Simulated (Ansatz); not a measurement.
Gas-phase reaction R1 → P1 + P2, each structure at its B3LYP-D3(BJ)/def2-TZVP stationary point, reached from a drawn start (curvature not checked).
R1, F2Fe (SMILES [F][Fe][F]) (charge 0, multiplicity 5):
```xyz
3

Fe     0.000     0.000     0.000
F      1.759    -0.004     0.008
F     -1.759     0.004    -0.008
```
P1, FFe (SMILES [F][Fe]) (charge 0, multiplicity 6):
```xyz
2

Fe    -0.0093    -0.0187    -0.8930
F      0.0093     0.0187     0.8930
```
P2: F atom, charge 0, multiplicity 2.

P less R. No zero-point or thermal terms; open shells are unrestricted; no spin–orbit coupling. The spin states of the d-block species are the ones drawn and need not be the lowest.

Frozen-core correlation throughout.

The values were computed with Ansatz (an electronic-structure program). All values are computed, each at the level named.

Total energies in hartree:

| structure | PBE/def2-TZVPP | B3LYP/def2-TZVPP | CCSD(T)/def2-QZVPP |
|---|---|---|---|
| R1 | -1463.166463 | -1463.624575 | -1462.349678 |
| P1 | -1363.272525 | -1363.641128 | -1362.486772 |
| P2 | -99.669123 | -99.770147 | -99.651180 |

**Question.** Work out the reaction energy at each level in eV (1 hartree = 27.21139 eV), and say how far PBE/def2-TZVPP lies from CCSD(T)/def2-QZVPP.

**Answer.** 
- PBE/def2-TZVPP: (-1363.272525) + (-99.669123) − (-1463.166463) = 0.224815 hartree = 6.118 eV
- B3LYP/def2-TZVPP: (-1363.641128) + (-99.770147) − (-1463.624575) = 0.213300 hartree = 5.804 eV
- CCSD(T)/def2-QZVPP: (-1362.486772) + (-99.651180) − (-1462.349678) = 0.211726 hartree = 5.761 eV
PBE/def2-TZVPP less CCSD(T)/def2-QZVPP: 0.357 eV. CCSD(T)/def2-QZVPP is the level counted from, the highest shown, and no exact or measured value.
